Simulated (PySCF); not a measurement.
# First hyperpolarisability: fluorobenzene (Fc1ccccc1, C6H5F)

Molfile (atoms numbered from 1):
```
C6H5F
     RDKit          3D

 12 12  0  0  0  0  0  0  0  0999 V2000
   -2.2286   -1.2857   -0.1330 F   0  0  0  0  0  0  0  0  0  0  0  0
   -1.1156   -0.5527   -0.1356 C   0  0  0  0  0  0  0  0  0  0  0  0
    0.1163   -1.1959   -0.1572 C   0  0  0  0  0  0  0  0  0  0  0  0
    1.2760   -0.4230   -0.1594 C   0  0  0  0  0  0  0  0  0  0  0  0
    1.1986    0.9697   -0.1403 C   0  0  0  0  0  0  0  0  0  0  0  0
   -0.0496    1.5919   -0.1190 C   0  0  0  0  0  0  0  0  0  0  0  0
   -1.2188    0.8333   -0.1165 C   0  0  0  0  0  0  0  0  0  0  0  0
    0.1488   -2.2867   -0.1717 H   0  0  0  0  0  0  0  0  0  0  0  0
    2.2499   -0.9174   -0.1761 H   0  0  0  0  0  0  0  0  0  0  0  0
    2.1108    1.5697   -0.1420 H   0  0  0  0  0  0  0  0  0  0  0  0
   -0.1179    2.6821   -0.1040 H   0  0  0  0  0  0  0  0  0  0  0  0
   -2.2073    1.2955   -0.1000 H   0  0  0  0  0  0  0  0  0  0  0  0
  1  2  1  0
  2  3  2  0
  3  4  1  0
  4  5  2  0
  5  6  1  0
  6  7  2  0
  7  2  1  0
  3  8  1  0
  4  9  1  0
  5 10  1  0
  6 11  1  0
  7 12  1  0
M  END
```

Computed, not measured: quadratic response CAM-B3LYP/def2-TZVPD first hyperpolarisability, Taylor convention, gas phase (PySCF 2.14.0). Geometry: PBE0-D3(BJ)/def2-SVP.

(1) Give β for the processes computed.

(2) Which lowest excitations, dipole and polarisabilities go with it?

## Answers

(1) In au, Taylor convention; the vector part is βᵢ = ⅓ Σⱼ (βᵢⱼⱼ + βⱼᵢⱼ + βⱼⱼᵢ); β∥ is 3/5 of the vector part along the dipole, the dipole points from − to +:
```tsv
process	λ (nm)	β vector norm	β∥	β HRS	depolarisation ratio
static β(0;0,0)	∞	181.0	-108.6	70.2	6.46
second harmonic β(−2ω;ω,ω)	1907	187.2	-112.3	72.6	6.48
Pockels β(−ω;ω,0)	1907	183.0	-109.8	–	–
second harmonic β(−2ω;ω,ω)	1064	202.6	-121.5	78.4	6.54
Pockels β(−ω;ω,0)	1064	187.7	-112.6	–	–
```

(2) S1 5.40 eV (f = 0.014); S2 6.14 eV (f = 0.001); S3 6.67 eV (f = 0.003); dipole 1.49 D; isotropic α 69.0 au static, 69.2 au at 1907 nm, 69.8 au at 1064 nm, 70.0 au at 953.5 nm, 72.4 au at 532 nm.
